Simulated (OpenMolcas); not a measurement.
**In²⁺: CASPT2 settings compared**

| Item | Value |
| --- | --- |
| Program | OpenMolcas |
| Basis | ANO-RCC-VDZP [6s5p3d1f] |
| Scalar Hamiltonian | X2C, point nucleus |
| Active space | 1 electron in 4 orbitals (5s 5p) |
| State averaging | 2S+1 = 2 even, 1 root; 2S+1 = 2 odd, 3 roots |
| Spin-orbit coupling | RASSI with atomic mean-field integrals over the reference wave functions, term energies averaged over their components |

Methods on the same reference wave functions:
A. CASSCF
B. SS-CASPT2, IPEA 0.2 Eh, sigma1 regulariser 0.5 Eh (closed shells correlated: 4s 4p 4d)
C. XMS-CASPT2, IPEA 0.6 Eh, imaginary shift 0.15 Eh (closed shells correlated: 4d)

Energies in eV above 5s 2S 1/2, the measured ground level; measured values from Moore, Atomic Energy Levels, vol. III, NSRDS-NBS 35 (1971 reprint of NBS Circular 467, 1958).

```csv
Level,A,B,C,Measured
5s 2S 1/2,0.0000,0.0000,0.0000,0.0000
5p 2P* 1/2,6.8662,7.309,7.171,7.0896
5p 2P* 3/2,7.3666,7.810,7.672,7.6279
```

Deviations, from unrounded energies. A percentage is the sum of absolute deviations over the sum of measured energies, with the sign that they share, or ± where signs differ.

| Against measurement | Levels | A | B | C |
| --- | --- | --- | --- | --- |
| mean absolute deviation (cm-1) | 2 | 2000 | 1600 | 510 |
| other configurations (%) | 2 | -3.3 | +2.7 | +0.9 |

C lies closest to measurement on these levels and A furthest from it. The largest miss of C in the table is 5p 2P* 1/2, by +660 cm-1. The ranking rests on the paired levels alone, and a cruder setting can come out closer through cancelling errors.

Between B and C the level of the table that moves most is 5p 2P* 1/2, by 1100 cm-1 (lowest in C, highest in B).

The lowest spin-free term lies below A's lowest term by 0.417 hartree in B, 0.314 hartree in C.

With one active electron the reference holds no correlation, so core polarisation is missing (holds for A). With one active electron, CASPT2 adds the correlation within the correlated inactive shells and between them and that electron, and leaves the splitting within a term as the reference gives it (holds for B; C). Computed and measured levels are paired by configuration, term and J; levels that our copy of the source lacks, or whose pairing is in doubt (as where it misses far off the trend of its configuration), stay unpaired and out of the deviations. Only configurations of the active space appear.

* marks odd parity.
